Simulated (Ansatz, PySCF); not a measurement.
Spin gap between two states, R1 and P1; the higher of the two is an excited state, each structure at its B3LYP-D3(BJ)/def2-TZVP stationary point, reached from a drawn start (curvature not checked).
R1, Cl2Ge (SMILES [Cl][Ge][Cl]) (charge 0, multiplicity 1, Z-matrix in Å and degrees):
```
Ge
Cl 1 2.2046
Cl 1 2.2046 2 100.44
```
P1, Cl2Ge (SMILES [Cl][Ge][Cl]) (charge 0, multiplicity 3, Z-matrix in Å and degrees):
```
Ge
Cl 1 2.1829
Cl 1 2.1829 2 118.68
```

P less R. No zero-point or thermal terms; singlets are restricted closed shells; open shells are unrestricted; no spin–orbit coupling.

Cores are frozen in the correlated methods. In cc and def2 sets filled d and f shells under p-block atoms count as core.

Codes used: Ansatz (an electronic-structure program); PySCF for M06-2X and the D3/D4 terms. Each number belongs to the level named beside it.

| level | spin gap (kJ/mol) |
|---|---|
| HF/def2-QZVPP | 186.9 |
| PBE-D3(BJ)/def2-TZVPP | 255.2 |
| revPBE/def2-TZVPP | 250.0 |
| PBE0-D4/def2-TZVPP | 246.3 |
| M06-2X/def2-TZVPP | 232.4 |
| B2PLYP-D4/def2-TZVPP | 259.5 |
| SCS-MP2/def2-QZVPP | 261.0 |
| CCSD/def2-TZVPP | 244.7 |
| CCSD(T)/def2-TZVPP | (withheld) |

Fill in the missing entries.


- CCSD(T)/def2-TZVPP, spin gap (kJ/mol): 248.0
